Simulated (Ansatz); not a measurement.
Geometry optimisation, RKS PBE-D4/def2-SVP in Ansatz.

Input:

```yaml
crystal:
  periodic: [false, false, false]
  atoms:
    - { symbol: B, position_ang: [-0.646, 0.8755, 2.1237] }
    - { symbol: "N", position_ang: [-0.5184, -0.0762, 0.9642] }
    - { symbol: C, position_ang: [0.6748, 0.2416, 0.2029] }
    - { symbol: C, position_ang: [0.9244, -0.6781, -0.9941] }
    - { symbol: Al, position_ang: [-0.5839, -0.4083, -2.3803] }
    - { symbol: H, position_ang: [0.1256, 1.0275, 2.9571] }
    - { symbol: H, position_ang: [-1.6418, 1.588, 2.1694] }
    - { symbol: H, position_ang: [-0.3624, -1.0, 1.3953] }
    - { symbol: H, position_ang: [1.6069, 0.1266, 0.9099] }
    - { symbol: H, position_ang: [0.69, 1.2953, -0.1217] }
    - { symbol: H, position_ang: [0.8174, -1.7491, -0.6405] }
    - { symbol: H, position_ang: [1.8453, -0.4898, -1.4681] }
    - { symbol: H, position_ang: [-1.5775, 0.9008, -2.1916] }
    - { symbol: H, position_ang: [-1.3674, -1.6829, -2.8974] }
basis:
  gaussian: { orbitals: def2-SVP }
hamiltonian:
  xc: pbe
  dispersion: d4
relax:
  f_tol: 0.02
  max_steps: 50
```

Run as:

```bash
$ ansatz run input.yaml --threads 2 --pin off --max-ram 3072MiB --backend cpu --events-out ev --progress --plain --runs-dir out
```

Q: Where does it end, and by what steps?

A: The run converged. After 23 steps the energy has fallen by 2.372 eV; H6 moved furthest, 2.10 Å.

```
step  energy less start (eV)  largest force component (eV/Å)  accepted
   0                  0.0000                           3.010       yes
   1                 -0.6137                           1.299       yes
   2                 -0.8011                           0.312       yes
   3                 -0.9185                           0.517       yes
   4                 -1.0550                           0.385       yes
   5                 -1.2106                           0.321       yes
   6                 -1.3795                           0.358       yes
   7                 -1.5751                           0.373       yes
   8                 -1.7322                           0.733       yes
   9                 -1.9017                           0.891       yes
  10                 -2.0588                           0.724       yes
  11                 -2.1952                           0.341       yes
  12                 -2.2677                           0.282       yes
  13                 -2.2990                           1.035       yes
  14                 -2.3406                           0.261       yes
  15                 -2.3561                           0.283       yes
  16                 -2.3617                           0.290       yes
  17                 -2.3672                           0.186       yes
  18                 -2.3706                           0.070       yes
  19                 -2.3714                           0.097       yes
  20                 -2.3720                           0.056       yes
  21                 -2.3721                           0.067       yes
  22                 -2.3723                           0.026       yes
  23                 -2.3724                           0.006       yes
```

```xyz
14
Properties=species:S:1:pos:R:3
B -1.034 0.927 1.345
N -0.252 -0.181 0.927
C 1.145 -0.144 0.392
C 1.102 -0.553 -1.090
Al -0.853 -0.167 -1.315
H -0.560 2.040 1.251
H -2.152 0.710 1.765
H -0.585 -1.130 1.144
H 1.790 -0.780 1.037
H 1.491 0.902 0.512
H 1.329 -1.631 -1.226
H 1.822 0.022 -1.706
H -1.357 1.336 -1.584
H -1.900 -1.382 -1.421
```

Whether the end is a true minimum wasn't checked by a vibrational analysis.

Run time: 50 s on 2 threads of Intel(R) Xeon(R) Platinum 8375C CPU @ 2.90GHz (Ice Lake), on a shared host, peak memory 0.18 GiB.
